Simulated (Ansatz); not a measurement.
System: CCl3, net charge -1, singlet state. 
Structure (B3LYP-D3(BJ)/def2-TZVP (Ansatz, an electronic-structure program) minimum search):
```xyz
4

C      0.0015     0.0140     0.7337
Cl    -1.4761    -0.9021    -0.0660
Cl    -0.0422     1.7266    -0.1193
Cl     1.5178    -0.8294    -0.0737
```
Charge -1, spin multiplicity 1.

Total electronic energies in hartree. Valence correlation only, unless marked. No spin-orbit coupling. No relativistic terms. Basis-set limits of correlation are two-point, X^-3; Hartree-Fock from the larger set. The bracket is a focal-point correction in the basis named.

```csv
level,program,energy (Eh)
HF/6-31G*,Ansatz,-1416.27100
RI-HF/aug-cc-pV(T+d)Z,Ansatz,-1416.40869
RI-HF/aug-cc-pV(Q+d)Z,Ansatz,-1416.41979
SVWN5/def2-TZVPD,Ansatz,-1413.99171
BLYP-D4/def2-TZVPD,Ansatz + dftd4,-1418.77060
BLYP/def2-TZVPD,Ansatz,-1418.75834
r2SCAN/def2-TZVPD,Ansatz,-1418.65931
r2SCAN-D3(BJ)/def2-TZVPD,Ansatz + dftd3,-1418.66050
r2SCAN-D4/def2-TZVPD,Ansatz + dftd4,-1418.66049
B3LYP-D4/def2-TZVPD,Ansatz + dftd4,-1418.82294
PBE0-D4/def2-TZVPD,Ansatz + dftd4,-1418.27227
PBE0/def2-TZVPD,Ansatz,-1418.26768
r2SCAN0-D4/def2-TZVPD,Ansatz + dftd4,-1418.63672
LC-wPBE/def2-TZVPD,Ansatz,-1418.34955
wB97M-V/def2-TZVPD,Ansatz,-1418.68982
B2GP-PLYP-D4/def2-TZVPD,Ansatz + dftd4,-1418.19725
B2PLYP-D4/def2-TZVPD,Ansatz + dftd4,-1418.34824
RPA@PBE/cc-pV(Q+d)Z,Ansatz,-1417.71194
RI-MP2/cc-pV(T+d)Z,Ansatz,-1417.14637
SCS-MP2/STO-3G,Ansatz,-1401.10770
CCSD/6-31G*,Ansatz,-1416.83379
CCSD(T)/cc-pwCVTZ,Ansatz,-1417.24432
"RI-MP2/CBS(aug-cc-pV(T+d)Z,aug-cc-pV(Q+d)Z)+[CCSD(T)-MP2]/aug-cc-pV(T+d)Z",Ansatz,-1417.3775
```

Totals of different functionals don't rank their quality; only differences between species are comparable.
